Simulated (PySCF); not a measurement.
Zn(F)(SeH) (FHSeZn), SMILES [Zn]([F])[SeH]. Heavy atoms are numbered as in [Zn:1]([F:2])[SeH:3]. Hydrogens are named by the atom that carries them.

Geometry: B3LYP-D3(BJ)/def2-TZVP. The values are those of a single conformer.

The numbers are results of PBE0/pcSseg-2 (PySCF), not measurements.

GIAO shieldings, no solvent; atoms alike by connectivity are averaged. δ = σ(ref) − σ: ¹⁹F against CFCl3 (σ = 165.8 ppm); ⁷⁷Se against Me2Se (σ = 1739.2 ppm); ¹H against TMS (σ = 31.54 ppm), references at their B3LYP-D3(BJ)/def2-TZVP geometries, non-relativistic.

```json
[
 {"nucleus": "¹⁹F", "atoms": "F2", "count": "1", "δ (ppm)": "-205.0"},
 {"nucleus": "⁷⁷Se", "atoms": "Se3 (SeH)", "count": "1", "δ (ppm)": "-646.3"},
 {"nucleus": "¹H", "atoms": "H on Se3", "count": "1", "δ (ppm)": "0.03"}
]
```
